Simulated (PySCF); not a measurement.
C4H5O3, doublet, geometry from GFN2-xTB, with bond 9-1 at 1.25 times its length; B3LYP/STO-3G in PySCF.

The PySCF input:
```python
from pyscf import gto, scf, dft

mol = gto.Mole()
mol.atom = '''
    C    -2.20125312   -0.34182217    0.44903497
    C    -1.06857821    0.21742074   -0.42458090
    C    -0.30520792    1.33124028    0.20245412
    O     0.96410582    0.90982027    0.42602627
    C     1.11240569   -0.33767645   -0.09185692
    O     2.12588253   -0.95514285   -0.07252768
    O    -0.04709226   -0.75648863   -0.62157818
    H    -2.97062313    0.41463414    0.56885633
    H    -2.73216695   -1.43814021   -0.15019779
    H    -1.81747297   -0.62482697    1.42597802
    H    -1.47974797    0.47869817   -1.41248873
    H    -0.67353936    2.14988633    0.78233481
'''
mol.basis = 'sto-3g'
mol.spin = 1
mol.verbose = 4
mol.build()

mf = dft.UKS(mol)
mf.xc = 'b3lyp'
mf.kernel()
mo_i, mo_e, stable_i, stable_e = mf.stability(internal=True, external=False, return_status=True, nroots=6, tol=1e-6)
print('internally stable:', stable_i, ' externally stable:', stable_e)
if not stable_i:
    umf = mf.copy()
    umf.scf_summary = {}
    umf.kernel(umf.make_rdm1(mo_i, mf.mo_occ))
mf.analyze()
```

What the program printed (banner, timings and long lists left out):

```
PySCF version 2.14.0

[INPUT] verbose = 4
[INPUT] num. atoms = 12
[INPUT] num. electrons = 53
[INPUT] charge = 0
[INPUT] spin (= nelec alpha-beta = 2S) = 1
[INPUT] symmetry False subgroup None
[INPUT] Mole.unit = angstrom
[INPUT] Symbol           X                Y                Z      unit          X                Y                Z       unit  Magmom
[...]
nuclear repulsion = 309.756997085287
number of shells = 26
number of NR pGTOs = 120
number of NR cGTOs = 40
basis = sto-3g
ecp = {}

******** <class 'pyscf.dft.uks.UKS'> ********
method = UKS
initial guess = minao
damping factor = 0
level_shift factor = 0
DIIS = <class 'pyscf.scf.diis.CDIIS'>
diis_start_cycle = 1
diis_space = 8
diis_damp = 0
SCF conv_tol = 1e-09
SCF conv_tol_grad = None
SCF max_cycles = 50
direct_scf = True
direct_scf_tol = 1e-13
number electrons alpha = 27  beta = 26
XC library pyscf.dft.libxc version 7.1.2
    S. Lehtola, C. Steigemann, M. J. T. Oliveira, and M. A. L. Marques,  SoftwareX 7, 1–5 (2018)
XC functionals = b3lyp
    P. J. Stephens, F. J. Devlin, C. F. Chabalowski, and M. J. Frisch,  J. Phys. Chem. 98, 11623 (1994)
radial grids:
    Treutler-Ahlrichs [JCP 102, 346 (1995); DOI:10.1063/1.469408] (M4) radial grids

becke partition: Becke, JCP 88, 2547 (1988); DOI:10.1063/1.454033
pruning grids: <function nwchem_prune>
grids dens level: 3
symmetrized grids: False
atomic radii adjust function: <function treutler_atomic_radii_adjust>
small_rho_cutoff = 0
Set gradient conv threshold to 3.16228e-05
tot grids = 147760
init E= -377.419007386695

cycle= 1 E= -375.735244926134  delta_E= 1.68  |g|= 0.624  |ddm|= 3.44
cycle= 2 E= -375.113926021611  delta_E= 0.621  |g|= 1.29  |ddm|= 2.16
cycle= 3 E= -375.9347972186  delta_E= -0.821  |g|= 0.28  |ddm|= 1.64
cycle= 4 E= -375.98047033058  delta_E= -0.0457  |g|= 0.0681  |ddm|= 0.441
cycle= 5 E= -375.98300393489  delta_E= -0.00253  |g|= 0.0161  |ddm|= 0.0858
cycle= 6 E= -375.983184224294  delta_E= -0.00018  |g|= 0.00359  |ddm|= 0.0266
cycle= 7 E= -375.983192182359  delta_E= -7.96e-06  |g|= 0.00231  |ddm|= 0.00754
cycle= 8 E= -375.983196183706  delta_E= -4e-06  |g|= 0.000474  |ddm|= 0.00398
cycle= 9 E= -375.983196507426  delta_E= -3.24e-07  |g|= 0.000234  |ddm|= 0.00141
cycle= 10 E= -375.983196583647  delta_E= -7.62e-08  |g|= 7.55e-05  |ddm|= 0.000628
cycle= 11 E= -375.983196601567  delta_E= -1.79e-08  |g|= 2.92e-05  |ddm|= 0.000391
cycle= 12 E= -375.98319660393  delta_E= -2.36e-09  |g|= 1.62e-05  |ddm|= 0.000165
[...]
converged SCF energy = -375.983196604076  <S^2> = 0.75279941  2S+1 = 2.0027975
<class 'pyscf.dft.uks.UKS'> wavefunction is stable in the internal stability analysis
internally stable: True  externally stable: None
Total Energy =                        -375.983196604075886
[...]
spin_pop of  2 C 2s        0.05347
spin_pop of  2 C 2px       0.04426
spin_pop of  2 C 2py       0.20158
spin_pop of  2 C 2pz       0.51107
spin_pop of  3 O 1s       -0.00000
spin_pop of  3 O 2s        0.00371
spin_pop of  3 O 2px      -0.00500
spin_pop of  3 O 2py       0.02839
spin_pop of  3 O 2pz       0.11371
spin_pop of  4 C 1s        0.00000
spin_pop of  4 C 2s       -0.00123
spin_pop of  4 C 2px      -0.00049
spin_pop of  4 C 2py      -0.00371
spin_pop of  4 C 2pz      -0.00322
spin_pop of  5 O 1s       -0.00000
spin_pop of  5 O 2s        0.00062
spin_pop of  5 O 2px       0.00325
spin_pop of  5 O 2py       0.00297
spin_pop of  5 O 2pz       0.04437
spin_pop of  6 O 1s       -0.00000
spin_pop of  6 O 2s       -0.00024
spin_pop of  6 O 2px      -0.00006
spin_pop of  6 O 2py       0.00142
spin_pop of  6 O 2pz       0.00008
spin_pop of  7 H 1s       -0.00136
spin_pop of  8 H 1s        0.00461
spin_pop of  9 H 1s       -0.00159
spin_pop of  10 H 1s        0.03321
spin_pop of  11 H 1s       -0.02382
 ** Mulliken Spin Density (per atom)  **
spin density of  0 C =      0.03703
spin density of  1 C =     -0.04302
spin density of  2 C =      0.81037
spin density of  3 O =      0.14082
spin density of  4 C =     -0.00865
spin density of  5 O =      0.05121
spin density of  6 O =      0.00120
spin density of  7 H =     -0.00136
spin density of  8 H =      0.00461
spin density of  9 H =     -0.00159
spin density of  10 H =      0.03321
spin density of  11 H =     -0.02382
 ** Mulliken pop alpha/beta on meta-lowdin orthogonal AOs **
 ** Mulliken pop       alpha | beta **
[...]
In total            27.00000 | 26.00000
 ** Mulliken atomic charges   ( Nelec_alpha | Nelec_beta ) **
charge of  0C =     -0.11181  (     3.07442      3.03739 )
charge of  1C =      0.05338  (     2.95180      2.99482 )
charge of  2C =     -0.05059  (     3.43048      2.62011 )
charge of  3O =     -0.06267  (     4.10174      3.96093 )
charge of  4C =      0.20151  (     2.89492      2.90357 )
charge of  5O =     -0.16709  (     4.10915      4.05794 )
charge of  6O =     -0.11362  (     4.05741      4.05621 )
charge of  7H =      0.05375  (     0.47244      0.47380 )
charge of  8H =      0.03395  (     0.48533      0.48072 )
charge of  9H =      0.05044  (     0.47398      0.47558 )
charge of  10H =      0.05399  (     0.48961      0.45640 )
charge of  11H =      0.05877  (     0.45871      0.48253 )
Dipole moment(X, Y, Z, Debye): -2.94240,  1.38181,  0.26328
```
